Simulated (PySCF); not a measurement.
**N³⁺ (nitrogen, charge +3) across methods**

[He] 2s2, closed-shell 1S. Calculation: PySCF 2.14, in dyall-av3z (15s9p3d2f, 71 functions); no relativity, point nucleus.

```csv
method,E (hartree),mean ε 1s (eV),mean ε 2s (eV),Σ⟨r²⟩ (bohr²),⟨S²⟩
TPSSh,-51.2052,-457.67,-69.231,3.011,0.000
UHF,-51.08217,-493.07,-75.286,3.042,0.000
wB97M-V,-51.2254,-464.45,-72.662,3.024,0.000
PBE0,-51.1425,-461.38,-70.144,3.018,0.000
PBE,-51.1303,-450.59,-68.083,3.017,0.000
r2SCAN,-51.1596,-455.22,-68.480,3.028,0.000
M06-L,-51.1964,-455.32,-68.711,2.986,0.000
BP86,-51.1870,-451.03,-68.169,3.008,0.000
```

Task: Estimate the same row for LDA.

Result: E (hartree) = -50.7211; mean ε 1s (eV) = -447.32; mean ε 2s (eV) = -67.757; Σ⟨r²⟩ (bohr²) = 3.038; ⟨S²⟩ = 0.000.
